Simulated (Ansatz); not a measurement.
`[CH3][Y]([F])[Cl]` + HCl → `[F][Y]([Cl])[Cl]` + CH₄ at 700 K and 1 bar (ligand exchange at a Y–C bond).

Program: Ansatz. Geometries: PBE0-D4/def2-TZVP. ΔE: electronic, gas phase. CBS: MP2 limit from def2 TZ/QZ plus the TZ coupled-cluster correction, frozen cores. This one scheme is used for every species. Elements past krypton have def2 core potentials. For Y outer-core shells are correlated without core-valence functions, which leaves a few kJ/mol of doubt a bond.

```tsv
species	CCSD(T)/CBS energy (Eh)	H − E (kJ/mol)	S (J/(mol·K))
`[CH3][Y]([F])[Cl]`	-637.84701	160.0	479.6
HCl	-460.38127	38.4	211.8
`[F][Y]([Cl])[Cl]`	-1057.86408	59.5	416.9
CH₄	-40.46206	145.9	224.0
```

H − E and S are ideal-gas, rigid-rotor, harmonic terms from PBE0-D4/def2-TZVP, for one conformer and one mirror image of each species. 1 Eh = 2625.50 kJ/mol, R = 8.31446 J/(mol·K).

Task: By hand: ΔE, ΔH, ΔS and ΔG.

Result: ΔE = (-1057.86408) + (-40.46206) − (-637.84701) − (-460.38127) = -0.09786 Eh = -256.9 kJ/mol. Δ(H − E) = 59.5 + 145.9 − 160.0 − 38.4 = 7.0, so ΔH = -249.9 kJ/mol. ΔS = 416.9 + 224.0 − 479.6 − 211.8 = -50.5 J/(mol·K). ΔG = -249.9 − 700 × (-50.5)/1000 = -214.6 kJ/mol.

Task: By hand: the equilibrium constant, and the temperature at which ΔG would vanish if ΔH and ΔS stayed fixed.

Result: log₁₀ K = −ΔG/(RT ln 10) = 16.0. ΔG = 0 at ΔH/ΔS = 4949 K, far beyond where these terms or the molecules hold.

ΔH outweighs TΔS. A doubt of 5 kJ/mol in ΔE shifts log₁₀ K by 0.4 here. Other conformers and mirror images would add mixing entropy, several J/(mol·K) or more a flexible species. Modes under 60 cm⁻¹, often nearly free rotors, make the harmonic entropy too high. These are equilibria of isolated gas molecules and say nothing of rates. Largest T1 diagnostic: 0.013 (customary marks: 0.02 for closed shells, 0.045 for open ones).
